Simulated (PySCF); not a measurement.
Si(F)2(OH)(OMe) (CH₄F₂O₂Si), SMILES CO[Si](O)(F)F. Atoms are numbered in the order given.

```xyz
10

C     -2.1314    -0.8470     0.3185
O     -1.2641     0.2300     0.0586
Si     0.3489     0.1700    -0.0515
O      0.9505    -0.7506     1.1536
F      0.8964     1.6726     0.0010
F      0.8454    -0.4185    -1.4637
H     -1.7392    -1.5015     1.1143
H     -2.2952    -1.4514    -0.5893
H     -3.1000    -0.4414     0.6433
H      1.8703    -1.0260     1.1098
```
Charge 0, spin multiplicity 1.

Coordinates come from a PBE0-D3(BJ)/def2-SVP optimisation. The structure was generated by enumeration, and PubChem lists no compound with its InChIKey, so it may never have been made. Other conformers were not sampled.

The numbers are results of PBE0-D3(BJ)/def2-SVP (PySCF 2.14.0), not measurements.

Frequencies are harmonic and unscaled.

Computed harmonic wavenumbers and intensities:
```tsv
mode	ν (cm⁻¹)	IR (km/mol)	Raman (Å⁴/amu)	depolarisation	moving atoms (share of kinetic energy)
1	44	4.2	0.1	0.74	O 27 %, C 27 %, H 22 %, F 21 %
2	81	1.6	0.0	–	H 95 %
3	143	6.8	0.4	0.69	C 31 %, O 26 %, H 21 %, F 19 %
4	176	72.6	1.9	0.75	H 73 %, F 15 %
5	264	3.8	0.5	0.68	F 47 %, O 47 %
6	299	47.0	0.2	0.57	F 43 %, O 26 %, H 22 %, C 8 %
7	349	58.1	1.5	0.74	F 35 %, O 30 %, Si 17 %, H 13 %
8	377	58.7	0.9	0.74	O 41 %, F 36 %, Si 22 %
9	409	24.3	0.7	0.65	O 36 %, F 33 %, Si 21 %
10	732	17.8	8.6	0.03	O 43 %, F 35 %, C 11 %
11	773	150.6	1.8	0.54	H 70 %, O 23 %
12	952	163.7	1.7	0.64	Si 45 %, F 20 %, H 13 %, O 12 %, C 11 %
13	974	199.4	0.5	0.54	Si 49 %, F 43 %
14	1013	197.0	0.9	0.66	Si 50 %, O 28 %, F 19 %
15	1180	33.4	2.8	0.74	H 70 %, C 21 %, O 9 %
16	1184	48.8	2.5	0.67	H 66 %, C 21 %, O 11 %
17	1247	309.7	0.8	0.40	O 50 %, C 27 %, H 17 %
18	1476	2.7	11.0	0.74	H 92 %
19	1477	6.8	15.1	0.74	H 96 %
20	1481	5.0	12.7	0.71	H 93 %
21	3041	47.7	127.8	0.01	H 97 %
22	3131	22.8	58.8	0.75	H 90 %, C 10 %
23	3161	17.7	84.4	0.64	H 90 %, C 10 %
24	3948	143.3	87.6	0.29	H 94 %
```
